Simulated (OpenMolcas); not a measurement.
An OpenMolcas run meant for S4+ (ANO-L-VQZP, non-relativistic; inactive shells 1s 2s 2p; intended active space 2 electrons in 4 orbitals (3s 3p)). One step of its input:

```
&CASPT2
Multistate=3 1 2 3
Frozen=1 0
IPEA=0.25
Shift=5.0
MaxIter=60
WThr=0.0 0.3 0.05
PrWF=0.5
NoMix
```

The run finished. Its levels beside those of a sound run (MS-CASPT2, IPEA 0.25 Eh, imaginary shift 0.1 Eh (closed shells correlated: 2s 2p)), in cm⁻¹ above each run's lowest level:

```
     Level  This run  Usual run
   3s² ¹S₀       0.0        0.0
3s 3p ³P°₀     81584      81284
3s 3p ³P°₁     81912      81612
3s 3p ³P°₂     82581      82281
3s 3p ¹P°₁    134361     129088
   3p² ³P₀    198374     197950
   3p² ³P₁    198718     198298
   3p² ³P₂    199352     198831
   3p² ¹D₂    210588     200725
   3p² ¹S₀    241451     235078
```

Q: Which setting is unsound, and how much does it matter here?

A: The level shift is far above the usual 0.1 to 0.3 hartree and damps the second-order energy. Against the sound run the excited levels shown move by 2600 cm-1 on average and by 9900 cm-1 at most.

Over all roots computed the reference weight is 0.93 to 1.00 in the sound run; the roots of lowest weight are the least certain, and an intruder state may touch them. The ¹D term of p² mixes with s d, which this space lacks. Some levels mix across a computed gap that differs much from the measured one, so their mixing is not that of the real levels (holds for the sound run). Only configurations of the active space appear.

° marks odd parity.
